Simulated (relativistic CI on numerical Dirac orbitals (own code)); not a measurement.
# V2+ in a cubic cluster: 2p photoemission with charge transfer

Computed with a charge-transfer multiplet model of a cubic metal-ligand cluster with up to one ligand hole, Slater and spin-orbit integrals from Dirac-Coulomb-Breit ions, Slater integrals scaled by 0.7. The ground state mixes d3 with configurations of k ligand holes L, whose averages lie at kΔ + k(k − 1)U_dd/2; a core hole lowers each added d electron by U_cd. 300 K, Lorentzian 0.6 eV and Gaussian 0.8 eV FWHM.

Atomic integrals in eV (Slater integrals scaled, ζ unscaled), ground: F2dd 6.242, F4dd 3.880, zeta_d 0.019; with the core hole: F2dd 7.631, F4dd 4.784, zeta_d 0.036, zeta_core 4.610, F2cd 4.267, G1cd 3.142, G3cd 1.783.

Cluster parameters (eV): Δ = 7.9, U_dd = 4.8, 10Dq = 0.6, 10Dq(ligand) = 1.3, V(eg) = 2.9, V(t2g) = -1.23, final-state hopping factor = 1.

```
         Case   n_d    d3   d4L     S
U_cd = 4.4 eV  3.24  0.76  0.24  1.50
  U_cd = 5 eV  3.24  0.76  0.24  1.50
U_cd = 5.6 eV  3.24  0.76  0.24  1.50
```

Weights, n_d and S are thermal averages at 300 K. Binding energies count from the first peak over 30 % of the highest in each spectrum, which can be another peak from case to case. The parameters are a model scan and need not match a compound or its usual spin state. Peaks in eV (height, largest 100):
- U_cd = 4.4 eV: 0.0 (100), 3.4 (12), 7.6 (58)
- U_cd = 5 eV: 0.0 (100), 3.5 (12), 7.7 (58)
- U_cd = 5.6 eV: 0.0 (100), 7.6 (57)

For the case U_cd = 5.6 eV, Δ = 7.9 eV is larger than U_dd = 4.8 eV, the Mott-Hubbard side of the Zaanen-Sawatzky-Allen scheme. With the core hole the configuration with one ligand hole lies at Δ − U_cd = 3.5, 2.9, 2.3 eV from the one without, in the order of the table; where this is negative the screened configuration lies lower, though the effective hopping of about 6.0 eV (from the holes of the mixed ground state) mixes the two strongly wherever it is as large as the gap.

With at most 1 ligand hole the space is cut while the next configuration still counts, so covalency is underestimated, and a final configuration with one more ligand hole, which can lie low, is missing from the spectra.
